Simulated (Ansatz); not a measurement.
Consider the atomization: `ClC1O[SiH2]O1` → C• + Cl• + 3 H• + 2 O• + Si•.

Computed with Ansatz on PBE0-D4/def2-TZVP structures; ΔE is electronic, products minus reactants. CCSD(T)/CBS is the MP2 limit (def2-TZVPP, def2-QZVPP) plus CCSD(T) − MP2 in def2-TZVPP, frozen cores. This one scheme is used for every species, atoms too. Functionals use def2-TZVPP. B3LYP here is the variant with VWN-RPA as its local correlation; programs differ in this. HSE06 is defined as in plane-wave codes. Open shells (•) are unrestricted, without spin–orbit coupling. Spin–orbit coupling would lower the free atoms: a little for C, Cl, O, Si.

`ClC1O[SiH2]O1`:

Z-matrix (Å, degrees):
```
C
O 1 1.403
Si 1 2.149 2 51.2
Cl 1 1.787 2 111.5 3 117.8
O 1 1.403 2 102.3 3 -1.5
H 1 1.090 2 112.7 3 -122.9
H 3 1.479 1 124.6 2 90.9
H 3 1.478 1 124.3 2 -89.1
```

```tsv
level	ΔE (kJ/mol)	difference from CCSD(T)/CBS
LDA (SPW92)	3526.6	524.2
revPBE-D4	2978.9	-23.5
BLYP-D4	2981.5	-20.9
r2SCAN-D4	3011.5	9.1
B97M-V	3002.2	-0.2
PBE0-D4	2988.7	-13.7
B3LYP-D4	2967.3	-35.1
r2SCANh-D4	2979.6	-22.8
r2SCAN0-D4	2933.9	-68.5
HSE06-D4	2992.0	-10.4
BHLYP-D4	2846.6	-155.8
CAM-B3LYP-D4	2994.6	-7.8
ωB97M-V	3011.8	9.4
B2PLYP	2949.8	-52.6
PBE-QIDH	2971.7	-30.7
PBE	3054.5	52.1
revPBE	2918.3	-84.1
BLYP	2938.7	-63.7
r2SCAN	3007.1	4.7
PBE0	2972.8	-29.6
B3LYP	2936.3	-66.1
r2SCANh	2974.9	-27.5
r2SCAN0	2928.7	-73.7
HSE06	2977.3	-25.1
BHLYP	2823.2	-179.2
LC-ωPBE	2986.2	-16.2
MP2/def2-SVP	2838.8	-163.6
CCSD/def2-SVP	2711.4	-291.0
CCSD(T)/def2-SVP	2752.9	-249.5
HF/def2-TZVPP	2044.2	-958.2
MP2/def2-TZVPP	3009.2	6.8
SCS-MP2/def2-TZVPP	2966.0	-36.4
CCSD/def2-TZVPP	2840.1	-162.3
CCSD(T)/def2-TZVPP	2903.1	-99.3
HF/def2-QZVPP	2051.6	-950.8
MP2/def2-QZVPP	3068.8	66.4
SCS-MP2/def2-QZVPP	3031.1	28.7
HF/CBS(def2)	2052.7	-949.7
MP2/CBS(def2)	3108.5	106.1
CCSD/CBS(def2)	2939.4	-63.0
CCSD(T)/CBS	3002.4	0
```

Q: What do rigid-rotor, harmonic-oscillator terms from PBE0-D4/def2-TZVP frequencies (298.15 K, 1 bar) make of the CCSD(T)/CBS value? (Estimate.)

A: Ansatz gave: ΔZPE = -116.7 kJ/mol, ΔH = +2919.5 kJ/mol, ΔS = 853 J/(mol·K), ΔG = +2665.3 kJ/mol. Open shells count their whole term as degenerate.

Largest T1 diagnostic among the species: 0.012.

At CCSD(T), def2-SVP lies −249.5 kJ/mol from the extrapolated value and def2-TZVPP −99.3 kJ/mol: correlation converges slowly with the basis, and small sets miss more of it in the bonded molecule than in its fragments. In def2-TZVPP, CCSD(T) changes the Hartree–Fock value by +858.9 kJ/mol (the triples alone add +63.1 kJ/mol) and MP2 by +964.9 kJ/mol; breaking electron pairs costs correlation energy, which Hartree–Fock lacks.

For atomizations the MP2-based limit and the directly extrapolated one differ by several kJ/mol either way, and by 10 to 25 for some Ge, Se and Sn compounds, so smaller differences from it don't rank the levels.
